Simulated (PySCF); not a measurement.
Isomers C$_{6}$H$_{6}$NOP:

A. SMILES CC(=O)c1ccpcn1
B. `Cc1cncpc1C=O`
C. SMILES CC(=O)c1cpccn1

Spectrum 1. ¹H NMR (300 MHz, computed): δ 10.14 (m, 1H), 9.43 (m, 1H), 9.15 (m, 1H), 2.96 (s, 3H). ¹³C{¹H} NMR (computed): δ 206.0 (C), 162.2 (CH), 156.4 (CH), 156.3 (CH), 154.8 (C), 29.8 (CH3).

Spectrum 2. ¹H NMR (300 MHz, computed): δ 10.80 (m, 1H), 10.01 (m, 1H), 8.71 (m, 1H), 2.96 (s, 3H). ¹³C{¹H} NMR (computed): δ 207.5 (C), 190.1 (CH), 177.6 (CH), 151.7 (C), 125.5 (CH), 30.5 (CH3).

Spectrum 3. ¹H NMR (300 MHz, computed): δ 10.98 (m, 1H), 10.67 (m, 1H), 9.26 (m, 1H), 3.00 (s, 3H). ¹³C{¹H} NMR (computed): δ 201.5 (CH), 189.0 (CH), 178.0 (C), 156.7 (CH), 144.0 (C), 26.5 (CH3).

Non-relativistic, in vacuum, one averaged value for each set of equivalent atoms, single conformer. Geometry from GFN2-xTB; PBE0/pcSseg-1 with gauge-including orbitals; PySCF 2.14.0 with density-fitted response routines.

Chemical shifts δ = σref − σ; ¹H (σ = 31.72 ppm), ¹³C (σ = 186.93 ppm) vs TMS, all at this level. Splittings of carbon signals by F and P are missing where no couplings were computed. Where no couplings were computed, multiplicities follow the n + 1 count of equivalent neighbours, and m marks all less simple cases (inequivalent or close neighbours, rings, F or P nearby). Shifts are as computed. Against solution values, carbons near 30 ppm lie about +3 ppm off and those near 130 ppm about +5 ppm. Of 1211 compounds with measured shifts, 218 miss one by over three times the rms of a fit or turn the order of signals round; such compounds aren't used in these exercises.

Problem. Match each spectrum to its structure.

Solution. 1–C, 2–A, 3–B.

- Spectrum 1 (C): 6 ¹³C signals; δC 206.0 is a ketone carbonyl carbon; δC 156.3 is an aromatic CH next to a ring nitrogen.
- Spectrum 2 (A): 6 ¹³C signals; δC 207.5 is a ketone carbonyl carbon; δC 190.1 is an aromatic CH next to a ring nitrogen.
- Spectrum 3 (B): 6 ¹³C signals; δC 201.5 is an aldehyde carbonyl carbon; δC 189.0 is an aromatic CH next to a ring nitrogen.
